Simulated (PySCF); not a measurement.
C₄H₈OSi, SMILES O([SiH3])/C=C\C=C, singlet (GFN2-xTB optimised geometry):

```
14

C      2.034     1.685     0.105
C      1.116     0.722     0.080
C      1.442    -0.681     0.033
C      0.592    -1.713     0.000
O     -0.744    -1.713     0.000
Si    -2.017    -0.706     0.000
H      1.766     2.727     0.140
H      3.088     1.459     0.091
H      0.067     0.983     0.095
H      2.496    -0.922     0.025
H      0.982    -2.727    -0.032
H     -2.007     0.159    -1.182
H     -3.088    -1.691    -0.036
H     -2.047     0.111     1.215
```

Computed with PBE/def2-TZVP run with PySCF.

### Question
What are the frontier orbital energies and the dipole moment?

### Answer
HOMO-2 -7.64 eV, HOMO-1 -7.52 eV, HOMO -5.28 eV, LUMO -1.56 eV, LUMO+1 -0.73 eV; dipole moment 0.22 D.

Meta-Löwdin charges at PBE/def2-TZVP: C1 -0.28, C2 -0.10, C3 -0.19, C4 0.08, O5 -0.52, Si6 0.70, H7 0.13, H8 0.12, H9 0.11, H10 0.13, H11 0.12, H12 -0.10, H13 -0.09, H14 -0.10.
